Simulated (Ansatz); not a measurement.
Consider the isomerisation: `OC(F)[SiH2][SiH3]` → `O[SiH2][SiH2]CF`.

Program: Ansatz. Geometries: PBE0-D4/def2-TZVP. ΔE: electronic, gas phase. CCSD(T)/CBS is the MP2 limit (def2-TZVPP, def2-QZVPP) plus CCSD(T) − MP2 in def2-TZVPP, frozen cores. One conformer a species, not always the lowest.

```tsv
level	ΔE (kJ/mol)
MP2/def2-TZVPP	-132.6
CCSD(T)/def2-TZVPP	-124.8
```

(1) What does CCSD(T)/CBS give? (An estimate is asked.)

Largest T1 diagnostic among the species: 0.013.

Results:

(1) The calculation gave: -129.1 kJ/mol. The listed levels differ from it by -3.5, 4.3 kJ/mol.

From PBE to PBE0 (25 % exact exchange), in def2-TZVPP and without D4, ΔE moves by −5.4 kJ/mol.
